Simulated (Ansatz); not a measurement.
Reaction (isomerisation): `C[SiH2][SbH][SH]` → `C[SiH2][S][SbH2]`

Isolated molecules relaxed with PBE0-D4/def2-TZVP in Ansatz; ΔE leaves out vibrations. CBS: MP2 limit from def2 TZ/QZ plus the TZ coupled-cluster correction, frozen cores. Functionals use def2-TZVPP. B3LYP here is the variant with VWN-RPA as its local correlation; programs differ in this. Elements past krypton have def2 core potentials. For Sb outer-core shells are correlated without core-valence functions, which leaves a few kJ/mol of doubt a bond. Each species was taken in one conformer, which may not be the lowest.

`C[SiH2][SbH][SH]`:

```xyz
11

C    -1.048   -0.177   -1.379
Si   -0.776    0.207    0.432
Sb    1.460    1.463    0.696
S     2.751   -0.518    0.100
H    -1.953   -0.772   -1.517
H    -1.149    0.741   -1.961
H    -0.200   -0.741   -1.773
H    -0.701   -1.048    1.232
H    -1.882    1.044    0.978
H     1.480    1.201    2.388
H     2.019   -1.399    0.803
```

`C[SiH2][S][SbH2]`:

Cartesian coordinates in Å:
```
C -2.148 -0.569 -0.274
Si -0.540 0.369 -0.362
S 0.929 -0.761 0.703
Sb 2.791 0.759 0.348
H -2.045 -1.557 -0.727
H -2.463 -0.697 0.764
H -2.931 -0.024 -0.807
H -0.680 1.723 0.243
H -0.112 0.559 -1.776
H 3.317 0.685 1.974
H 3.883 -0.486 -0.085
```

```tsv
level	ΔE (kJ/mol)	difference from CCSD(T)/CBS
PBE-D4	-25.2	5.4
r2SCAN-D4	-32.1	-1.5
B3LYP-D4	-29.1	1.5
B2PLYP	-32.5	-1.9
PBE	-26.0	4.6
r2SCAN	-32.4	-1.8
B3LYP	-30.4	0.2
HF/def2-TZVPP	-38.1	-7.5
MP2/def2-TZVPP	-34.9	-4.3
SCS-MP2/def2-TZVPP	-36.0	-5.4
CCSD/def2-TZVPP	-33.3	-2.7
HF/def2-QZVPP	-38.7	-8.1
SCS-MP2/def2-QZVPP	-35.1	-4.5
HF/CBS(def2)	-38.8	-8.2
MP2/CBS(def2)	-32.4	-1.8
CCSD/CBS(def2)	-30.9	-0.3
CCSD(T)/CBS	-30.6	0
```

Largest T1 diagnostic among the species: 0.013.

In def2-TZVPP, CCSD(T) changes the Hartree–Fock value by +5.0 kJ/mol (the triples alone add +0.2 kJ/mol) and MP2 by +3.2 kJ/mol.
